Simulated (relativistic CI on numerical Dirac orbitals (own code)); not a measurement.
# d9 in a ligand field

Computed with a parametric ligand-field model of a d^n configuration (Racah B and C, spin-orbit zeta, crystal field), exact diagonalisation.

Field parameters in Wybourne normalisation: Oh B⁴₀ = 21Dq, B⁴₄ = √(5/14) B⁴₀; Td as Oh with Dq negative (B⁴₀ = 21Dq, B⁴₄ = √(5/14) B⁴₀). The field is a parameter set, without covalency.

(1) Ground term and bands for B = 700, C = 2690, ζ = 0 cm⁻¹, Td, 10Dq = -8700 cm⁻¹?

(2) Ground term and bands for B = 900, C = 3600, ζ = 0 cm⁻¹, Oh, 10Dq = 8050 cm⁻¹?

(3) Ground term and bands for B = 770, C = 3010, ζ = 0 cm⁻¹, Oh, 10Dq = 22900 cm⁻¹?

(4) Ground term and bands for B = 430, C = 1850, ζ = 0 cm⁻¹, Oh, 10Dq = 35750 cm⁻¹?

(5) Ground term and bands for B = 1030, C = 4220, ζ = 0 cm⁻¹, Oh, 10Dq = 27450 cm⁻¹?

Answers

(1) Ground term 2T2 with 4.00 electrons in the two orbitals of the cubic e set. Spin-allowed: 2E 8700 cm⁻¹ (1149 nm). Lowest spin-forbidden: none.

(2) Ground term 2E with 3.00 electrons in the two orbitals of the cubic e set. Spin-allowed: 2T2 8050 cm⁻¹ (1242 nm). Lowest spin-forbidden: none.

(3) Ground term 2E with 3.00 electrons in the two orbitals of the cubic e set. Spin-allowed: 2T2 22900 cm⁻¹ (437 nm). Lowest spin-forbidden: none.

(4) Ground term 2E with 3.00 electrons in the two orbitals of the cubic e set. Spin-allowed: 2T2 35750 cm⁻¹ (280 nm). Lowest spin-forbidden: none.

(5) Ground term 2E with 3.00 electrons in the two orbitals of the cubic e set. Spin-allowed: 2T2 27450 cm⁻¹ (364 nm). Lowest spin-forbidden: none.
